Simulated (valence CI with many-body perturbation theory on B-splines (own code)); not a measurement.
**Energy levels of Nd⁴⁷⁺**

Level of theory: relativistic CI+MBPT: three valence electrons over a frozen Dirac-Fock core [Ne], radial functions for each j: 11 s, 11 p, 10 d, 8 f, 5 g, 2 h, with the one-electron correlation potential Σ1 (screened to all orders), the two-electron term Σ2, the three-electron term Σ3, Breit, model QED; selected single and double excitations, second order for the rest, scaled by the run's own slope (own B-spline code, finite nucleus).

No measured spectrum was set against this ion. As an estimate, large intervals hold to a few tenths of a per cent, small ones and those within an open d or f shell to about a per cent.

Levels 46 to 90 of 158, with energies above the lowest level, (3s^2 3p1/2) J=1/2. "Leading %" is the weight of the configuration and term that name the level; weights of strongly mixed levels are sums over their largest components and can fall short. In the jj column 3d3/2^4 stands for four electrons in 3d with j = 3/2. Lifetimes count E1, E2, E3, M1 and M2 decay at the calculated energies, and are blank where another channel may lead or the interval is too uncertain; long ones can be off by a factor of two.

```
No.  Configuration  Term    J  E (eV)  Leading %  Second component                 Leading jj  Lifetime
 46            3p3   2P°  3/2  675.16         48      28 % 3p3 2D°             3p3/2^3 (90 %)    822 fs
 47         3p2 3d    2D  3/2  690.83         40    16 % 3p2 3d 4P   3p1/2 3p3/2 3d3/2 (86 %)   1.24 ps
 48         3p2 3d    4P  5/2  691.62         27    26 % 3p2 3d 2D   3p1/2 3p3/2 3d3/2 (76 %)   1.37 ps
 49         3p2 3d    4P  1/2  694.82         36    30 % 3p2 3d 2P   3p1/2 3p3/2 3d3/2 (88 %)   1.41 ps
 50         3p2 3d    4D  7/2  697.31         45    36 % 3p2 3d 4F   3p1/2 3p3/2 3d5/2 (98 %)   2.99 ps
 51         3p2 3d    2G  9/2  704.13         57    37 % 3p2 3d 4F   3p1/2 3p3/2 3d5/2 (94 %)   4.93 ps
 52         3p2 3d    2P  3/2  706.51         49    27 % 3p2 3d 4P   3p1/2 3p3/2 3d5/2 (90 %)   2.48 ps
 53         3p2 3d    2D  5/2  709.36         39    25 % 3p2 3d 4D   3p1/2 3p3/2 3d5/2 (87 %)   2.98 ps
 54         3s 3d2    4F  3/2  717.48         82    11 % 3s 3d2 2D          3s 3d3/2^2 (86 %)   1.18 ps
 55         3p2 3d    2F  7/2  719.26         46    24 % 3p2 3d 2G   3p1/2 3p3/2 3d5/2 (78 %)   3.13 ps
 56         3p2 3d    2F  5/2  723.40         34    29 % 3p2 3d 4P   3p1/2 3p3/2 3d5/2 (82 %)   1.88 ps
 57         3s 3d2    4F  5/2  726.07         65    13 % 3s 3d2 2D          3s 3d3/2^2 (67 %)   1.02 ps
 58         3p2 3d    2P  1/2  729.94         50    32 % 3p2 3d 2S   3p1/2 3p3/2 3d5/2 (86 %)   2.89 ps
 59         3p2 3d    2D  3/2  732.20         61    11 % 3p2 3d 2P   3p1/2 3p3/2 3d5/2 (88 %)   1.91 ps
 60         3s 3d2    4P  1/2  740.53         75    14 % 3s 3d2 2S          3s 3d3/2^2 (78 %)    948 fs
 61         3s 3d2    4F  7/2  746.59         92                        3s 3d3/2 3d5/2 (87 %)   1.65 ps
 62         3s 3d2    4P  5/2  752.44         34    26 % 3s 3d2 4F      3s 3d3/2 3d5/2 (85 %)   1.49 ps
 63         3s 3d2    4P  3/2  755.77         87     8 % 3s 3d2 2D      3s 3d3/2 3d5/2 (97 %)   1.62 ps
 64         3s 3d2    4F  9/2  757.62         62    34 % 3s 3d2 2G      3s 3d3/2 3d5/2 (76 %)   1.96 ps
 65         3s 3d2    2G  7/2  765.94         68    22 % 3s 3d2 2F      3s 3d3/2 3d5/2 (90 %)   2.10 ps
 66         3s 3d2    2F  5/2  766.30         48    34 % 3s 3d2 4P      3s 3d3/2 3d5/2 (76 %)   1.33 ps
 67         3s 3d2    2D  3/2  767.28         46    23 % 3s 3d2 2P      3s 3d3/2 3d5/2 (72 %)   1.43 ps
 68         3s 3d2    2P  1/2  774.66         55    12 % 3s 3d2 4P      3s 3d3/2 3d5/2 (65 %)   1.13 ps
 69         3s 3d2    2G  9/2  781.92         57    38 % 3s 3d2 4F          3s 3d5/2^2 (79 %)   3.18 ps
 70         3s 3d2    2D  5/2  791.62         52    29 % 3s 3d2 4P          3s 3d5/2^2 (89 %)   2.59 ps
 71         3s 3d2    2F  7/2  793.89         48    24 % 3s 3d2 2G          3s 3d5/2^2 (73 %)   3.41 ps
 72         3s 3d2    2P  3/2  801.22         53    26 % 3s 3d2 2D          3s 3d5/2^2 (77 %)   2.48 ps
 73         3s 3d2    2S  1/2  813.80         66    14 % 3p2 3d 2P          3s 3d5/2^2 (77 %)   2.36 ps
 74         3p2 3d    2D  3/2  820.20         41    18 % 3p2 3d 4P       3p3/2^2 3d3/2 (91 %)    850 fs
 75         3p 3d2   4G°  5/2  824.02         58   33 % 3p 3d2 2F°       3p1/2 3d3/2^2 (98 %)   6.60 ps
 76         3p2 3d    2D  5/2  825.60         26    21 % 3p2 3d 4D       3p3/2^2 3d3/2 (82 %)    872 fs
 77         3p2 3d    2P  1/2  831.84         35    33 % 3p2 3d 4P       3p3/2^2 3d3/2 (80 %)    790 fs
 78         3p2 3d    2F  7/2  832.01         57    26 % 3p2 3d 2G       3p3/2^2 3d3/2 (89 %)    921 fs
 79         3p2 3d    4F  9/2  840.73         54    42 % 3p2 3d 2G       3p3/2^2 3d5/2 (95 %)   1.51 ps
 80         3p2 3d    2D  3/2  844.38         64    10 % 3p2 3d 4D       3p3/2^2 3d3/2 (90 %)    885 fs
 81         3p2 3d    2F  7/2  844.69         46    31 % 3p2 3d 4D       3p3/2^2 3d5/2 (84 %)   1.26 ps
 82         3p 3d2   4F°  3/2  854.82         45   31 % 3p 3d2 2D°       3p1/2 3d3/2^2 (91 %)   1.19 ps
 83         3p 3d2   4D°  1/2  855.07         47   34 % 3p 3d2 2P°       3p1/2 3d3/2^2 (95 %)   2.01 ps
 84         3p2 3d    2S  1/2  856.25         35    30 % 3p2 3d 2P       3p3/2^2 3d5/2 (80 %)   1.07 ps
 85         3p 3d2   4G°  7/2  860.31         64   11 % 3p 3d2 2G°   3p1/2 3d3/2 3d5/2 (98 %)   7.89 ps
 86         3p2 3d    2D  5/2  864.11         78    14 % 3p2 3d 4D       3p3/2^2 3d5/2 (98 %)   1.38 ps
 87         3p 3d2   2D°  5/2  864.14         26   21 % 3p 3d2 4F°   3p1/2 3d3/2 3d5/2 (98 %)   5.54 ps
 88         3p 3d2   4D°  3/2  870.15         43   15 % 3p 3d2 2D°   3p1/2 3d3/2 3d5/2 (93 %)   4.38 ps
 89         3p 3d2   4P°  1/2  871.61         48   28 % 3p 3d2 4D°  3p1/2 3d3/2 3d5/2 (100 %)   4.99 ps
 90         3p 3d2   2H°  9/2  873.23         43   33 % 3p 3d2 2G°   3p1/2 3d3/2 3d5/2 (96 %)   7.16 ps
```
